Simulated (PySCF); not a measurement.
Ionisation energy of Fe+ by level of theory

Fe+ [Ar] 3d6 4s1 (6D) → Fe(2+) [Ar] 3d6 (5D), as a difference of total energies. All numbers are calculated (PySCF 2.14, the spin-free X2C one-electron Hamiltonian (Gaussian nucleus), in aug-cc-pVQZ-DK). Correlated levels: valence: [Ar] frozen. The calculations carry no spin-orbit coupling.

```json
{"method": "UHF", "ionisation energy (eV)": "15.293"}
{"method": "LDA", "ionisation energy (eV)": "17.094"}
{"method": "PBE", "ionisation energy (eV)": "16.852"}
{"method": "PBE0", "ionisation energy (eV)": "16.512"}
{"method": "r2SCAN", "ionisation energy (eV)": "16.695"}
{"method": "MN15", "ionisation energy (eV)": "16.105"}
{"method": "M06-2X", "ionisation energy (eV)": "16.064"}
{"method": "BLYP", "ionisation energy (eV)": "16.820"}
{"method": "MP2 (valence)", "ionisation energy (eV)": "15.926"}
{"method": "SCS-MP2 (valence)", "ionisation energy (eV)": "15.660"}
```

Which method comes closest to the reference value, and which is furthest?

The reference is 16.199 eV (measured; NIST Atomic Spectra Database, ionization energies). Closest: MN15 (error -0.094 eV); furthest: UHF (error -0.906 eV).
